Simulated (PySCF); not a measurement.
2,2-difluorocyclohexanone, C₆H₈F₂O.
Structure used (PBE0-D3(BJ)/def2-SVP), in Å, numbered top down from 1:
```xyz
17
C6H8F2O angstrom
O     -0.609    1.890    1.801
C     -0.405    1.250    0.807
C      0.862    1.280   -0.007
C      1.434   -0.135   -0.166
C      0.402   -1.108   -0.727
C     -0.860   -1.139    0.129
C     -1.447    0.249    0.269
F     -1.830    0.701   -0.965
F     -2.535    0.239    1.052
H      1.569    1.967    0.477
H      0.608    1.686   -1.002
H      2.325   -0.102   -0.812
H      1.778   -0.494    0.820
H      0.830   -2.120   -0.795
H      0.129   -0.810   -1.753
H     -0.637   -1.507    1.144
H     -1.638   -1.790   -0.298
```

Level: PBE0/pcSseg-1 in PySCF, non-relativistic, on one gas-phase PBE0-D3(BJ)/def2-SVP geometry that isn't relaxed in the solvent. The solvent is an IEF-PCM continuum (Bondi radii, 1.10 Å for H, scaled by 1.2). Only the electrostatic response of the medium enters.

```json
{"run": "gas", "E − E(gas) (kcal/mol)": "0.00", "HOMO (eV)": "-7.56", "HOMO–LUMO gap (eV)": "6.48", "dipole (D)": "4.15"}
{"run": "P", "E − E(gas) (kcal/mol)": "-6.11", "HOMO (eV)": "-7.64", "HOMO–LUMO gap (eV)": "6.56", "dipole (D)": "5.19"}
{"run": "Q", "E − E(gas) (kcal/mol)": "-6.30", "HOMO (eV)": "-7.64", "HOMO–LUMO gap (eV)": "6.56", "dipole (D)": "5.22"}
{"run": "R", "E − E(gas) (kcal/mol)": "-4.62", "HOMO (eV)": "-7.61", "HOMO–LUMO gap (eV)": "6.54", "dipole (D)": "4.93"}
```

Task: The runs were made in acetone, chloroform and methanol. Which run belongs to which solvent?

Result: P = acetone, Q = methanol, R = chloroform. The dielectric constants are 4.711 (chloroform), 20.49 (acetone), 32.61 (methanol), and the energy falls further as ε rises. In this model the ground state sees the solvent through ε alone.

Task: How constant is the ratio of the lowering to (ε − 1)/(2ε + 1)?

Result: 
```json
{"solvent": "chloroform", "(ε − 1)/(2ε + 1)": "0.356", "E − E(gas) (kcal/mol)": "-4.62", "ratio (kcal/mol)": "-13.0", "polarisation term (kcal/mol)": "-5.22"}
{"solvent": "acetone", "(ε − 1)/(2ε + 1)": "0.464", "E − E(gas) (kcal/mol)": "-6.11", "ratio (kcal/mol)": "-13.2", "polarisation term (kcal/mol)": "-7.18"}
{"solvent": "methanol", "(ε − 1)/(2ε + 1)": "0.477", "E − E(gas) (kcal/mol)": "-6.30", "ratio (kcal/mol)": "-13.2", "polarisation term (kcal/mol)": "-7.43"}
```

The ratio changes by +1.7 % in size from chloroform to methanol. The polarisation term is half the interaction of the solute with the induced surface charges.
